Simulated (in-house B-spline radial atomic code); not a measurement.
Configurations of Tb II (Tb+), with energies counted from [Xe] 4f9 6s1. All numbers are computed (scalar-relativistic (X2C) LC-wPBE, spin-polarised, spherical fractional occupations, exact exchange averaged over the configuration; Fermi nucleus of rms radius 5.06 fm) with an all-electron radial atomic-structure program (B-spline basis), not measured. Shells without spins written out take the highest spin.

Occupations are held fixed; configurations that lie above the ionisation limit could autoionise.

```csv
configuration,E - E(ref) (eV),highest orbital,its <r> (bohr)
[Xe] 4f9 7s1,6,7s up,7.938
[Xe] 4f9 6f1,9.0547,6f up,15.56
[Kr] 4d10 4f9 5s2 5p5 6s2,23.341,6s down,3.606
[Kr] 4d9 4f9 5s2 5p6 5d1 6s1,145.71,6s up,3.571
[Kr] 4d9 4f9 5s2 5p6 6s1 6f1,156.35,6f up,14.73
[Kr] 4d9 4f9 5s2 5p6 6s1 7f1,157.06,7f up,22.82
```

(1) Order these further configurations by energy, lowest first.
A. [Xe] 4f9 7d1
B. [Xe] 4f8 6s1 7f1
C. [Kr] 4d10 4f9 5s2 5p5 6s1 7p1
D. [Xe] 4f8 6s1 6d1
E. [Xe] 4f9 6d1

(2) How far above the reference does [Kr] 4d9 4f10 5s2 5p6 6s1 lie?

## Answers

(1) E (6.6822 eV), A (8.5426 eV), D (9.0867 eV), B (12.468 eV), C (31.192 eV).

(2) 143.6 eV; its least bound orbital is 6s up with <r> = 3.769 bohr.
